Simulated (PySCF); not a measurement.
Bonding in `CC(C)(C)c1cpco1`

Compound: C7H11OP.
Numbering: `[CH3:1][C:2]([CH3:3])([CH3:4])[c:5]1[cH:6][p:7][cH:8][o:9]1` (hydrogens: H10, H11, H12 on C1; H13, H14, H15 on C3; H16, H17, H18 on C4; H19 on C6; H20 on C8)

Cartesian coordinates in Å at the GFN2-xTB level; atoms count from 1:
```xyz
20
C7H11OP angstrom
C     -1.4162    0.9662   -0.7719
C     -0.6068   -0.1092   -0.0481
C     -1.1280   -0.2708    1.3857
C     -0.7311   -1.4427   -0.7974
C      0.8524    0.2651    0.0136
C      1.5009    1.3462   -0.4967
P      3.2305    1.2879   -0.1441
C      2.9247   -0.1861    0.6584
O      1.6516   -0.5947    0.6620
H     -1.0687    1.0888   -1.7949
H     -1.3354    1.9208   -0.2574
H     -2.4648    0.6786   -0.7989
H     -2.1735   -0.5696    1.3722
H     -0.5557   -1.0289    1.9145
H     -1.0430    0.6688    1.9278
H     -0.3557   -1.3433   -1.8138
H     -1.7729   -1.7509   -0.8409
H     -0.1598   -2.2170   -0.2914
H      1.0297    2.1380   -1.0463
H      3.6167   -0.8365    1.1646
```

Bond orders from the PBE0/pcSseg-1 density (PySCF). Geometry: GFN2-xTB; no solvent, vibrations or thermal averaging.

**Question.** Where do the orders between heavy atoms depart from those drawn in the SMILES?

**Answer.** The largest departure is 0.472, at O9–C5 (drawn aromatic, 1.028), counting aromatic bonds as 1.5. The bonds drawn aromatic range from 1.03 to 1.61.

**Question.** Set the Mayer orders of the bonds between heavy atoms beside their lengths.

**Answer.** 
```
 bond  drawn as  length (Å)  Mayer order
C1–C2    single       1.528        1.051
C2–C3    single       1.534        1.015
C2–C4    single       1.535        1.013
C2–C5    single       1.508        0.894
C5–C6  aromatic       1.360        1.607
C6–P7  aromatic       1.766        1.147
P7–C8  aromatic       1.706        1.564
C8–O9  aromatic       1.337        1.094
O9–C5  aromatic       1.341        1.028
```

By pair of heavy elements: C–C: lowest C2–C5 (0.894, 1.508 Å), highest C5–C6 (1.607, 1.360 Å); in 3 of the 10 pairs the longer bond (by over 0.003 Å) has the higher order (by 0.02 or more). C–P: lowest C6–P7 (1.147, 1.766 Å), highest P7–C8 (1.564, 1.706 Å). C–O: lowest O9–C5 (1.028, 1.341 Å), highest C8–O9 (1.094, 1.337 Å).

**Question.** And the bonds to hydrogen?

**Answer.** C–H: 0.95 to 0.96 (11 bonds).

**Question.** Sum the orders of all bonds at each heavy atom with more than one neighbour and set the sums beside the valence in the SMILES.

**Answer.** C1 3.919 (drawn 4), C2 3.973 (drawn 4), C3 3.899 (drawn 4), C4 3.898 (drawn 4), C5 3.529 (drawn 4), C6 3.716 (drawn 4), P7 2.711 (drawn 3), C8 3.621 (drawn 4), O9 2.122 (drawn 2). Orders between atoms that aren't bonded are not in these sums.

Mayer orders depend on the basis set.
